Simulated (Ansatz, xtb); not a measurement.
Relaxing a trial structure of BrH5N2Si

The starting geometry of this gas-phase singlet was built from a drawn formula by distance geometry and a force field; its bonds are those of `[NH-][NH2+][SiH2]Br`.

```tsv
atom	x (Å)	y (Å)	z (Å)
Br	0.3566	2.8266	0.2111
N	-0.6853	-1.0675	-1.7450
N	-0.7111	0.1389	-0.8864
Si	0.5836	1.2573	-1.2677
H	-1.4480	-1.7290	-1.4949
H	-0.4782	-0.1945	0.0583
H	-1.5944	0.6144	-0.9053
H	1.9029	0.6454	-1.1115
H	0.3014	1.8213	-2.5913
```

Problem. Predict what becomes of its bonds when it is optimised with r2SCAN-D4/def2-SVP.

Solution. It rearranges to `NN[SiH2]Br`. Contacts that open: N3–Si4 (1.75 → 2.66 Å). Contacts that close: N2–Si4 (2.69 → 1.72 Å).

The energy falls by 2.97 eV over 23 steps:

| step | E − E(last) (eV) |
| --- | --- |
| 1 | 2.967 |
| 3 | 2.204 |
| 6 | 1.303 |
| 8 | 1.046 |
| 11 | 0.445 |
| 13 | 0.256 |
| 16 | 0.065 |
| 18 | 0.015 |
| 21 | 0.000 |
| 23 | 0.000 |

Final geometry (Å):

```xyz
9

Br    1.4108    2.3265    0.1174
N    -0.3282   -0.2136   -1.1904
N    -1.5883    0.1292   -0.6596
Si    0.6942    1.0970   -1.6356
H     0.0666   -1.1129   -0.9067
H    -1.5965    0.0457    0.3593
H    -2.3042   -0.4934   -1.0349
H     1.9038    0.4965   -2.2610
H    -0.0306    2.0379   -2.5212
```

From the same start GFN2-xTB reaches the same bonding as this run.

No frequencies were run, so the end isn't proven a minimum. Run with Ansatz 0.2.0, 110 s on 1 thread of Arm Neoverse V1 (shared host).
